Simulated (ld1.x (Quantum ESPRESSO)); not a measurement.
fluorine (F): one change to an ultrasoft potential, before and after

- Element: fluorine (F)
- Generator: ld1.x (Quantum ESPRESSO) 7.5
- Type: ultrasoft
- Functional: LDA (PZ)
- Relativity: scalar-relativistic
- Frozen core: [He]
- Valence charge: 7
- Reference configuration: 2s1.5 2p5.5
- Partial waves: 2s (bound): rcut 0.70, rcutus 0.85 bohr; 2s channel at 1.2 Ry: rcut 0.70, rcutus 0.85 bohr; 2p (bound): rcut 1.15, rcutus 1.40 bohr; 2p channel at 3.15 Ry: rcut 1.15, rcutus 1.40 bohr
- Local potential: all-electron potential smoothed inside 1.05 bohr (lloc = -2)
- Core correction: a·sin(br)/r model core inside 0.45 bohr
- Augmentation charge: PSQ, radius 0.75 bohr

All-electron outer shells of the reference configuration (LDA (PZ), scalar-relativistic, ld1.x):

```csv
shell,level (eV),outermost node (bohr),outermost maximum (bohr)
1s,-659.23,–,0.12
2s,-29.89,0.24,0.77
2p,-11.50,–,0.71
```

Change: waves 2s (bound): rcut 0.70, rcutus 1.10 bohr; 2s channel at 1.2 Ry: rcut 0.70, rcutus 1.10 bohr.

Cutoffs: the cutoffs (Ry, on a coarse ladder) from which the occupation-weighted sum of valence levels, in a spherical-Bessel basis at the reference potential, stays within 10 and 1 mRy of its value at 400 Ry; they do not see the model core or the augmentation charge, which bear on the density cutoff. Errors are all-electron minus pseudo energies relative to the spin-unpolarised reference configuration.

Problem. What does the change do?

Solution. The potential gets neither clearly harder nor softer (40 Ry and 70 Ry → 40 Ry and 70 Ry); of the 9 tests that both files solve, the error grows in 1 and shrinks in 5 by more than 15 % and 0.3 meV (median size 6.0 → 2.9 meV); neither file shows a bound ghost.

```tsv
quantity	base	changed
cutoff, loose	40 Ry	40 Ry
cutoff, tight	70 Ry	70 Ry
loose cutoff by channel (10 mRy a level)	s 21 Ry, p 30 Ry	s 30 Ry, p 30 Ry
bound ghosts	none	none
error for 2s2 2p5, meV [ΔE -9.19 eV]	+1.9	+0.7
error for 2s2 2p4, meV [ΔE 10.37 eV]	+6.0	+2.5
error for 2s2 2p3, meV [ΔE 48.88 eV]	+20	+12
error for 2s1 2p6, meV [ΔE 9.20 eV]	+1.7	+0.6
error for 2s2 2p1, meV [ΔE 195.48 eV]	+70	+73
error for 2s1 2p5, meV [ΔE 29.03 eV]	+2.3	+2.9
error for 2s2 2p4.5, meV [ΔE -1.56 eV]	+3.0	+1.0
error for 2s1.5 2p5.5 (spin-polarised), meV [ΔE -0.41 eV]	+14	+14
error for 2s2 2p5 (spin-polarised), meV [ΔE -9.56 eV]	+16	+15
s: phases at 1.54 bohr within 0.05 rad from the reference energy up to (Ry; the scan ends near 5)	to the end of the scan	to the end of the scan
p: phases at 1.54 bohr within 0.05 rad from the reference energy up to (Ry; the scan ends near 5)	to the end of the scan	to the end of the scan
lowest overlap eigenvalue by channel	s 0.36, p 0.29	s 0.62, p 0.29
```
